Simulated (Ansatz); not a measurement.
One change: `CBBO` becomes `CBBOC`.

Ansatz, PBE0-D4/def2-TZVP geometries, multiplicity 1. Each molecule was computed in one conformer, which needn't be the lowest.

```
                                          property  `CBBO`
             HOMO energy (ωB97M-V/def2-TZVPP) / eV   -9.74
             LUMO energy (ωB97M-V/def2-TZVPP) / eV    0.48
                 LUMO energy (PBE/def2-TZVPP) / eV   -2.38
  size of the dipole moment (B3LYP/def2-TZVPP) / D    1.97
size of the dipole moment (ωB97M-V/def2-TZVPP) / D    1.99
             HOMO–LUMO gap (B3LYP/def2-TZVPP) / eV    5.66
```

(1) Give the same properties after the change, and the shifts. (An estimate is asked.)

Answers

(1) Computed: 
```json
{"property": "HOMO energy (ωB97M-V/def2-TZVPP) / eV", "`CBBOC`": "-9.61", "shift": "0.13"}
{"property": "LUMO energy (ωB97M-V/def2-TZVPP) / eV", "`CBBOC`": "0.72", "shift": "0.24"}
{"property": "LUMO energy (PBE/def2-TZVPP) / eV", "`CBBOC`": "-2.24", "shift": "0.14"}
{"property": "size of the dipole moment (B3LYP/def2-TZVPP) / D", "`CBBOC`": "1.89", "shift": "-0.08"}
{"property": "size of the dipole moment (ωB97M-V/def2-TZVPP) / D", "`CBBOC`": "1.91", "shift": "-0.08"}
{"property": "HOMO–LUMO gap (B3LYP/def2-TZVPP) / eV", "`CBBOC`": "5.72", "shift": "0.06"}
```

The zero-point energy changes by 73.0 kJ/mol with +9 modes. Dipoles are sizes alone; their direction can turn.

B3LYP here is the variant with VWN-RPA as its local correlation; programs differ in this.
